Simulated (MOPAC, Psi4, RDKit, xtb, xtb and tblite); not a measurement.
Two geometries of C4H7N, SMILES C=C/C=C\N, relaxed at GFN2-xTB with one dihedral held; other torsions can differ between them too.

Structure A

```
12

C     -2.2519    -0.1655    -0.2321
C     -0.9279    -0.1092    -0.3624
C     -0.0228     0.1156     0.7342
C      1.3163     0.1880     0.6520
N      2.0692     0.1548    -0.4982
H     -2.7281    -0.0358     0.7256
H     -2.9021    -0.3384    -1.0721
H     -0.4936    -0.2370    -1.3467
H     -0.4749     0.2276     1.7086
H      1.8976     0.3661     1.5470
H      3.0399    -0.0899    -0.4019
H      1.6195    -0.2145    -1.3199
```

Structure B

```
12

C     -2.3801    -0.1101    -0.1572
C     -1.0633    -0.2095    -0.3299
C     -0.0948     0.0818     0.6942
C      1.2396    -0.0283     0.5755
N      1.9322    -0.4650    -0.5228
H     -2.8013     0.1886     0.7884
H     -3.0781    -0.3233    -0.9480
H     -0.6862    -0.5166    -1.2982
H     -0.4918     0.3947     1.6485
H      1.8762     0.2425     1.4077
H      1.4069    -0.7360    -1.3350
H      2.8705    -0.1434    -0.6703
```

Task: Which is lower in energy at the level DF-MP2 (frozen core)/cc-pVTZ // GFN2-xTB (Psi4 1.11), and by how much?

Result: A is lower, by 0.67 kcal/mol (dihedral C3–C4–N5–H11: -160° in A, 0° in B).

E(B) − E(A) in kcal/mol at the other levels, on the same two geometries: GFN2-xTB (xtb and tblite) 0.50; MMFF94 // GFN2-xTB (RDKit) 0.80; PBE/def2-TZVP // GFN2-xTB (Psi4) 0.50; PBE-D3(BJ)/def2-TZVP // GFN2-xTB (Psi4) 0.50; HF/cc-pVTZ // GFN2-xTB (Psi4) 0.61; UFF // GFN2-xTB (RDKit) -0.44; PM3, restricted, heats of formation // GFN2-xTB (MOPAC) 1.52; PM7, restricted, heats of formation // GFN2-xTB (MOPAC) 0.20; GFN1-xTB // GFN2-xTB (xtb) 0.63.
